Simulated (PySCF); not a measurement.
Compound: 1-methyl-4-(methylsulfinyl)benzene, C8H10OS.
Cartesian coordinates in Å at the GFN2-xTB level; atoms count from 1:
```
atom  x, y, z in Å
C1    -3.209    0.628    0.408
C2    -1.795    0.195    0.169
C3    -1.091   -0.497    1.148
C4     0.205   -0.920    0.917
C5     0.807   -0.647   -0.296
S6     2.511   -1.216   -0.602
C7     3.238    0.464   -0.307
O8     2.883   -2.022    0.561
C9     0.120    0.031   -1.287
C10   -1.175    0.453   -1.049
H11   -3.438    1.530   -0.156
H12   -3.896   -0.154    0.084
H13   -3.387    0.815    1.464
H14   -1.562   -0.708    2.097
H15    0.764   -1.466    1.663
H16    2.954    0.804    0.683
H17    2.868    1.137   -1.071
H18    4.318    0.372   -0.374
H19    0.596    0.226   -2.237
H20   -1.715    0.986   -1.819
```

Definitions: NICS(0) = −σiso at the ring centroid; NICS(1) = −σiso and NICS(1)zz = −σzz at ±1 Å along the ring normal z. Level: GIAO PBE0/pcSseg-1 (PySCF, non-relativistic, gas phase) on the GFN2-xTB geometry, one conformer.

Ring bond lengths (Å), with Mayer bond orders in brackets: C2–C3 1.390 (1.40), C3–C4 1.383 (1.43), C4–C5 1.381 (1.41), C5–C9 1.383 (1.33), C9–C10 1.383 (1.46), C10–C2 1.391 (1.40).

Task: What do the NICS probes read (ppm)?

Result: 
```csv
ring,type,NICS(0),"NICS(1), two faces","NICS(1)zz, two faces",rms pucker (Å),"centre to ring atoms, mean (Å)"
C2–C3–C4–C5–C9–C10,6-membered carbocycle; formal bonds all aromatic,-8.6,-11.2 / -11.2,-27.3 / -28.0,0.00,1.39
```

Task: What can be read from them?

Result: 
- C2–C3–C4–C5–C9–C10: mean NICS(1)zz -27.6 ppm, shielded. The ring is flat and has no four-coordinate atom; by the NICS criterion it is aromatic.

Task: And the bond-length index? HOMA = 1 − mean of α(R − Ropt)² over the ring bonds, with Krygowski's 1993 parameters (CC: Ropt 1.388 Å, α 257.7 Å⁻²).

Result: 
- C2–C3–C4–C5–C9–C10: HOMA 0.99 = 1 − EN − GEO, with mean bond length 1.385 Å, EN = α(Ropt − mean)² = 0.002 and GEO = α × variance = 0.004. The geometric and the magnetic index point the same way.
